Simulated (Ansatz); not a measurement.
CH3FO2Si, SMILES `FC1O[SiH2]O1`. Charge 0, multiplicity 1. All single points use the PBE0-D4/def2-TZVP geometry.

```xyz
8

F    -1.901   -0.575    0.703
C    -0.567   -0.400    0.798
O     0.091   -1.077   -0.240
Si    0.634    0.407   -0.789
O    -0.228    0.938    0.543
H    -0.254   -0.736    1.790
H     0.128    0.840   -2.110
H     2.096    0.602   -0.694
```

Task: What is the dipole moment at B3LYP/def2-TZVPP? (Estimate.)

Result: Ansatz gave: 2.22 D, with components (2.04, 0.58, -0.66) D in this frame, pointing from negative to positive charge.

Task: And with PBE, r2SCAN, ωB97M-V? (Best estimate.)

Result: Ansatz gave: PBE 2.04 D, r2SCAN 2.12 D, ωB97M-V 2.19 D.

Task: Give the Mulliken charges with B3LYP, r2SCAN, PBE in def2-TZVPP. (Best estimate.)

Result: The calculation gave: 
```json
{"atom": "F1", "B3LYP": "-0.20", "r2SCAN": "-0.19", "PBE": "-0.15"}
{"atom": "C2", "B3LYP": "0.41", "r2SCAN": "0.47", "PBE": "0.32"}
{"atom": "O3", "B3LYP": "-0.40", "r2SCAN": "-0.41", "PBE": "-0.33"}
{"atom": "Si4", "B3LYP": "0.63", "r2SCAN": "0.66", "PBE": "0.55"}
{"atom": "O5", "B3LYP": "-0.40", "r2SCAN": "-0.41", "PBE": "-0.33"}
{"atom": "H6", "B3LYP": "0.09", "r2SCAN": "0.05", "PBE": "0.08"}
{"atom": "H7", "B3LYP": "-0.07", "r2SCAN": "-0.07", "PBE": "-0.06"}
{"atom": "H8", "B3LYP": "-0.07", "r2SCAN": "-0.07", "PBE": "-0.06"}
```

B3LYP here is the variant with VWN-RPA as its local correlation; programs differ in this.
